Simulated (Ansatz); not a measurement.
```xyz
10

O    -0.624   -0.824   -2.027
Si   -0.358   -0.742   -0.421
C     1.212   -0.165    0.309
C     0.445    0.779    0.891
F     0.763    1.674    1.810
N    -0.855    0.773    0.402
H    -0.227   -0.142   -2.573
H    -1.028   -1.933    0.136
H     2.273   -0.319    0.399
H    -1.600    0.900    1.075
```

Total charge 0; spin multiplicity 1.

Question: List the CAM-B3LYP/def2-TZVPP orbital energies in eV (Ansatz). (Estimate.)

Answer: Ansatz gave: Occupied: -1801.91, -674.56, -522.88, -391.62, -282.57, -278.24, -146.33, -101.70, -101.66, -101.63, -36.42, -30.00, -27.78, -22.49, -18.99, -17.37, -17.18, -15.62, -15.41, -14.24, -13.44, -12.80, -12.48, -11.40, -10.88, -10.43, -7.94. Lowest empty: 1.13, 1.79, 2.04, 2.64, 3.02, 3.55, 3.65, 4.41.
